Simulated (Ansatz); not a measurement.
C2H5ClO2Si (`Cl[SiH2]OC1CO1`). Charge 0, multiplicity 1.

Cartesian coordinates in Å:
```
Cl 0.748 -1.568 -2.538
Si 0.061 -1.782 -0.616
O 0.561 -0.519 0.306
C 0.301 0.807 0.044
C -0.265 1.633 1.094
O -1.043 1.188 -0.023
H -1.411 -1.867 -0.689
H 0.682 -2.975 -0.013
H 0.941 1.226 -0.729
H -0.066 2.701 1.125
H -0.509 1.157 2.039
```

Give the diagnostics of a CCSD(T)/def2-TZVPP run (frozen core, Ansatz). (Estimate.)

The calculation gave: T1 = 0.0116, largest single amplitude 0.010, largest double 0.011, (T) share of the correlation energy 3.9 %, 9 CCSD cycles. The RHF solution is stable towards an unrestricted one. T1 lies under the customary mark of 0.02 for closed shells.
